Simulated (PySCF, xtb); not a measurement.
AlClI2, SMILES [I][Al]([I])[Cl].

Harmonic wavenumbers (cm⁻¹) from GFN2-xTB in xtb at its own minimum, in rising order: 68, 92, 174, 251, 505, 626.

Q: What does r2SCAN-D4/def2-SVP (PySCF 2.14.0) give at its own minimum? (The exact figures need the calculation; the answer reports its results.)

A: 76, 108, 163, 222, 446, 578. Paired by order, the mean absolute difference is 29 cm⁻¹ and the zero-point energies are 2.5 and 2.3 kcal/mol.
